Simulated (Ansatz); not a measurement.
`NCS[SiH2]O` and `NCS[SiH3]` differ in one atom or group.

Ansatz, PBE0-D4/def2-TZVP geometries, multiplicity 1. Each molecule was computed in one conformer, which needn't be the lowest.

| property | `NCS[SiH2]O` |
| --- | --- |
| LUMO energy (PBE0/def2-TZVPP) / eV | 0.28 |
| ideal-gas entropy at 298 K and 1 bar (rigid rotor, harmonic PBE0-D4/def2-TZVP) / J/(mol·K) | 376 |
| LUMO energy (ωB97M-V/def2-TZVPP) / eV | 1.93 |
| HOMO–LUMO gap (PBE0/def2-TZVPP) / eV | 7.34 |
| LUMO energy (PBE/def2-TZVPP) / eV | -0.62 |
| HOMO energy (ωB97M-V/def2-TZVPP) / eV | -9.27 |

(1) What does the change do to each property? (An estimate is asked.)

## Answers

(1) The calculation gave: 
```
                                                                                  property  `NCS[SiH3]`  shift
                                                        LUMO energy (PBE0/def2-TZVPP) / eV         0.20  -0.08
ideal-gas entropy at 298 K and 1 bar (rigid rotor, harmonic PBE0-D4/def2-TZVP) / J/(mol·K)          344    -32
                                                     LUMO energy (ωB97M-V/def2-TZVPP) / eV         1.88  -0.05
                                                      HOMO–LUMO gap (PBE0/def2-TZVPP) / eV         7.04  -0.30
                                                         LUMO energy (PBE/def2-TZVPP) / eV        -0.69  -0.07
                                                     HOMO energy (ωB97M-V/def2-TZVPP) / eV        -9.06   0.21
```

With PBE0 the HOMO rises by 0.21 eV and the LUMO falls by 0.08 eV, so the gap narrows by about 0.29 eV. PBE moves the HOMO by 0.21 eV and ωB97M-V by 0.21 eV. The zero-point energy changes by -19.3 kJ/mol with -3 modes. Modes under 60 cm⁻¹, often nearly free rotors, make the harmonic entropy too high.

Positive LUMOs are unbound, so they and the gaps depend on the basis.
